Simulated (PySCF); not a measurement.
dimethyl carbonate cation (C3H6O3), SMILES COC(=O)OC (connectivity only; charge and spin as stated), charge +1, multiplicity 2. Geometry optimised at B3LYP-D3(BJ)/def2-SVP. The multiplicity is an assumed one; no other spin state was optimised.

Calculation: B3LYP-D3(BJ)/def2-SVP run with PySCF.

Harmonic wavenumbers (cm⁻¹): 93, 95, 119, 127, 164, 252, 434, 475, 738, 850, 868, 1135, 1146, 1151, 1182, 1203, 1390, 1403, 1447, 1449, 1460, 1461, 1484, 1536, 3078, 3078, 3200, 3200, 3231, 3231. Rotational constants (GHz): 10.94, 2.195, 1.873; symmetry number 2.

### Question
Work out the zero-point energy and the ideal-gas rigid-rotor harmonic-oscillator thermochemistry at 298.15 K and 1 atm.

### Answer
ZPE = ½ Σ hcν = ½ × 40681 cm⁻¹ = 58.16 kcal/mol. H − E(el) = 63.58 kcal/mol. Entropy in cal/(mol K): translation 39.41, rotation 24.99, vibration 20.00, spin 1.38, total 85.78. G − E(el) = 38.01 kcal/mol. Cp = 25.80 cal/(mol K). Modes under 150 cm⁻¹ make the vibrational entropy uncertain.
